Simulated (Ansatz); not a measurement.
`NB(Cl)CF` + dimethyl ether → `COCCF` + `NBCl`  (formal exchange of groups at a C–B bond)

Program: Ansatz. Geometries: PBE0-D4/def2-TZVP. ΔE: electronic, gas phase. CCSD(T)/CBS is the MP2 limit (def2-TZVPP, def2-QZVPP) plus CCSD(T) − MP2 in def2-TZVPP, frozen cores. Functionals use def2-TZVPP. Each species was taken in one conformer, which may not be the lowest.

Q: Is it downhill or uphill in electronic energy at CCSD(T)/CBS, and by how much? (An estimate is asked.)

A: The calculation gave: Uphill: ΔE = +7.9 kJ/mol.

Q: What do these levels give: r2SCAN0-D4, r2SCAN0, MP2/def2-SVP, CCSD(T)/def2-TZVPP, HF/def2-QZVPP, CCSD/CBS(def2)? (An estimate is asked.)

A: The calculation gave: r2SCAN0-D4 9.9, r2SCAN0 9.9, MP2/def2-SVP 2.6, CCSD(T)/def2-TZVPP 6.8, HF/def2-QZVPP 5.6, CCSD/CBS(def2) 8.2 kJ/mol.

Largest T1 diagnostic among the species: 0.011.

At CCSD(T), def2-SVP lies −6.1 kJ/mol from the extrapolated value and def2-TZVPP −1.1 kJ/mol. Leaving LDA and LC-ωPBE aside and taking each functional with its dispersion term where it has one, the values, not all of them listed here, spread over 6.0 kJ/mol, from ωB97X-V to B97M-V. LDA lies −3.4 kJ/mol from PBE without D4.
